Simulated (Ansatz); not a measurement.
FH₉O₃Si₃Sn (`[F][Sn]([O][SiH3])([O][SiH3])[O][SiH3]`) at its PBE0-D4/def2-TZVP geometry, where that method's forces vanish. Charge 0, multiplicity 1. Sn: def2 effective core potential.

| atom | x (Å) | y (Å) | z (Å) |
| --- | --- | --- | --- |
| F1 | 2.348 | 0.472 | 0.351 |
| Sn2 | 0.466 | 0.470 | 0.109 |
| O3 | 0.135 | 0.265 | -1.764 |
| Si4 | 1.009 | -0.208 | -3.079 |
| O5 | -0.294 | -0.965 | 1.128 |
| Si6 | -0.402 | -2.598 | 0.951 |
| O7 | -0.248 | 2.122 | 0.747 |
| Si8 | -1.165 | 2.580 | 2.037 |
| H9 | 1.983 | 0.845 | -3.463 |
| H10 | 0.047 | -0.434 | -4.184 |
| H11 | 1.745 | -1.467 | -2.787 |
| H12 | 0.333 | -3.033 | -0.268 |
| H13 | -1.830 | -2.981 | 0.824 |
| H14 | 0.188 | -3.254 | 2.144 |
| H15 | -0.536 | 2.137 | 3.309 |
| H16 | -1.254 | 4.059 | 2.004 |
| H17 | -2.526 | 1.990 | 1.942 |

(1) For each bond, give half the difference of the two atoms' forces along it (eV/Å; positive pushes the atoms apart) under PBE-D4, r2SCAN-D4, B3LYP-D4, ωB97M-V in def2-TZVPP. (Estimate.)

Results:

(1) Ansatz gave: 
```
   bond  length (Å)  PBE-D4  r2SCAN-D4  B3LYP-D4  ωB97M-V
 F1–Sn2       1.898    0.39       0.05      0.22     0.02
 Sn2–O3       1.913    0.15       0.08      0.10    -0.03
 Sn2–O5       1.917    0.14       0.08      0.12    -0.02
 Sn2–O7       1.909    0.17       0.09      0.08    -0.04
 O3–Si4       1.648    0.19       0.00      0.05     0.17
Si4–H10       1.483    0.07      -0.02     -0.09    -0.16
Si4–H11       1.487    0.00      -0.03     -0.08    -0.11
 O5–Si6       1.647    0.20       0.01      0.05     0.17
Si6–H12       1.489    0.00      -0.03     -0.08    -0.10
Si6–H13       1.484    0.04      -0.03     -0.09    -0.15
Si6–H14       1.483    0.05      -0.03     -0.09    -0.15
 O7–Si8       1.648    0.20       0.01      0.05     0.17
Si8–H15       1.486    0.01      -0.03     -0.08    -0.12
Si8–H16       1.482    0.06      -0.02     -0.10    -0.16
```

B3LYP here is the variant with VWN-RPA as its local correlation; programs differ in this.
